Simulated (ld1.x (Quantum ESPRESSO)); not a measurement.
## Before and after: TM semilocal potential for technetium

ld1.x (Quantum ESPRESSO) 7.5 input, shortened:

```
&input
   title='Tc', zed=43., rel=1, dft='BLYP', iswitch=3,
   config='[Kr] 4d5 5s0 5p0'
 /
 &inputp
   pseudotype=1, tm=.true., lloc=2,
   nlcc=.false.
 /
3
5S  1  0   0.00   0.00  2.10  2.10  0.0
4P  2  1   6.00   0.00  1.25  1.25  0.0
4D  3  2   5.00   0.00  1.20  1.20  0.0
 &test
   configts(1)='4p6 4d5 5s0 5p0'
 /
```

All-electron outer shells of the reference configuration (BLYP, scalar-relativistic, ld1.x):

| shell | level (eV) | outermost node (bohr) | outermost maximum (bohr) |
| --- | --- | --- | --- |
| 4s | -89.53 | 0.50 | 0.95 |
| 4p | -61.47 | 0.51 | 1.03 |
| 4d | -22.42 | 0.50 | 1.27 |
| 5s | -18.62 | 1.27 | 2.53 |
| 5p | -13.31 | 1.43 | 3.01 |

Change: wave 4d (bound): rc 1.20 bohr becomes 4d (bound): rc 0.92 bohr.

Cutoffs: the cutoffs (Ry, on a coarse ladder) from which the occupation-weighted sum of valence levels, in a spherical-Bessel basis at the reference potential, stays within 10 and 1 mRy of its value at 400 Ry; they do not see the model core or the augmentation charge, which bear on the density cutoff. Errors are all-electron minus pseudo energies relative to the spin-unpolarised reference configuration.

Task: How do hardness, ghosts and transferability respond?

Result: The potential gets harder (100 Ry and 140 Ry → 200 Ry and 260 Ry); of the 7 tests that both files solve, the error grows in 1 and shrinks in 0 by more than 15 % and 0.3 meV (median size 26.9 → 23.0 meV); neither file shows a bound ghost. A smaller radius makes the pseudo-wave follow the all-electron one further in, where it bends more sharply, so more plane waves are needed. A semilocal file is local in each channel, so a ghost entry of none says nothing of the separable form that plane-wave codes build from it.

```csv
quantity,base,changed
"cutoff, loose",100 Ry,200 Ry
"cutoff, tight",140 Ry,260 Ry
loose cutoff by channel (10 mRy a level),"p 55 Ry, d 45 Ry","p 55 Ry, d 180 Ry"
bound ghosts,none,none
"error for 4p6 4d5 5s2 5p0, meV [ΔE -23.09 eV]",+11,+10
"error for 4p6 4d5 5s1 5p0, meV [ΔE -14.97 eV]",+3.3,+3.2
"error for 4p6 4d4 5s0 5p0, meV [ΔE 28.61 eV]",+1.0,+6.4
"error for 4p6 4d4 5s2 5p1, meV [ΔE -16.57 eV]",-27,-23
"error for 4p6 4d4 5s2 5p0, meV [ΔE -11.63 eV]",-63,-60
"error for 4p6 4d5 5s0 5p2, meV [ΔE -15.33 eV]",+47,+48
"error for 4p5 4d5 5s2 5p0, meV [ΔE 28.20 eV]",-161,-143
s: phases at 2.30 bohr within 0.05 rad from the reference energy up to (Ry; the scan ends near 5),-0.8,-0.8
p: phases at 2.30 bohr within 0.05 rad from the reference energy up to (Ry; the scan ends near 5),0.0,0.0
d: phases at 2.30 bohr within 0.05 rad from the reference energy up to (Ry; the scan ends near 5),2.3,1.7
```
